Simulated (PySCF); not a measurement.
Radial density of Cu⁺ (copper, charge +1)

PW91, [Ar] 3d9 4p1, one real determinant (an excited configuration). Computed with PySCF 2.14 in aug-cc-pVTZ-PP with ECP10MDF, with scalar relativity through the core potential. This is the valence pseudo-density: the core potential removes the inner electrons and smooths the orbitals near the nucleus.

| r (bohr) | 4πr²ρ (e/bohr) | 4πr²(ρα − ρβ) |
| --- | --- | --- |
| 0.00610 | 1.533e-05 | 0.0000 |
| 0.0103 | 4.136e-05 | 0.0000 |
| 0.0173 | 0.0001102 | 0.0000 |
| 0.0290 | 0.0003964 | 0.0000 |
| 0.0489 | 0.003378 | 0.0003 |
| 0.0822 | 0.04222 | 0.0044 |
| 0.138 | 0.4262 | 0.0453 |
| 0.232 | 2.976 | 0.2797 |
| 0.391 | 13.54 | 0.8788 |
| 0.658 | 22.12 | 1.1133 |
| 1.11 | 8.617 | 0.5435 |
| 1.86 | 1.556 | 0.3934 |
| 3.13 | 0.4064 | 0.3348 |
| 5.27 | 0.05839 | 0.0576 |
| 8.86 | 0.0008726 | 0.0009 |

⟨L²⟩ = 8.01 against 12 for a pure F term, so this real determinant mixes terms. Energies and moments cover only the electrons outside the core potential.
